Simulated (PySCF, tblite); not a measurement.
Task: Give a GFN2-xTB geometry of `C[C@@H]1CCCN(C)N1[SiH3]`.

Result: 
```
atom  x, y, z in Å
C1     1.653    1.516   -1.041
C2     0.365    0.833   -0.611
C3    -0.259    1.536    0.603
C4    -1.559    0.833    0.985
C5    -1.275   -0.662    1.175
N6    -0.601   -1.272    0.044
C7    -1.454   -1.559   -1.091
N8     0.574   -0.574   -0.316
Si9    1.975   -1.304    0.373
H10    1.438    2.533   -1.364
H11    2.109    0.975   -1.865
H12    2.358    1.554   -0.215
H13   -0.348    0.892   -1.449
H14   -0.442    2.589    0.374
H15    0.446    1.481    1.436
H16   -2.300    0.975    0.194
H17   -1.969    1.249    1.907
H18   -2.199   -1.214    1.360
H19   -0.617   -0.791    2.041
H20   -2.147   -2.350   -0.803
H21   -0.822   -1.923   -1.899
H22   -2.036   -0.703   -1.457
H23    3.135   -0.909   -0.426
H24    2.260   -0.948    1.776
H25    1.703   -2.732    0.278
```

Orientation and origin are arbitrary. Atoms count from 1 in this order. N8 (hydrazine nitrogen) has angles 127.5°, 114.3° and 111.4°, sum 353.1°, 0.23 Å off the plane of its three neighbours. Of the pairs four or more bonds apart, Si9···H12 is among the closest relative to their van der Waals radii: 2.94 Å, 89 % of the sum of Bondi's values. Si9 (SiH3 silicon) is distorted tetrahedral (angles from 103.8° to 115.8°). N6 (hydrazine nitrogen) is pyramidal (angles 114.9°, 112.8° and 112.2°, sum 339.8°, 0.38 Å off the plane of its three neighbours).

Bonds between heavy atoms (Å): C1–C2 1.520, C2–C3 1.536, C3–C4 1.527, C4–C5 1.533, C5–N6 1.452, N6–C7 1.449, N6–N8 1.413, N8–Si9 1.723, C2–N8 1.452.

The geometry is computed with GFN2-xTB (gas phase).

Point group: C1 (no symmetry element, even within 0.4 Å). Its GFN2-xTB frequencies are all real (lowest 72 cm⁻¹). One conformer, not necessarily the lowest (C1–C2–C3–C4 179°, C2–C3–C4–C5 53°, C3–C4–C5–N6 -53°, C4–C5–N6–C7 -77°). 3 starts were optimised and ended at 0.00, 0.63 and 1.43 kcal/mol (GFN2-xTB); the lowest of these is shown.
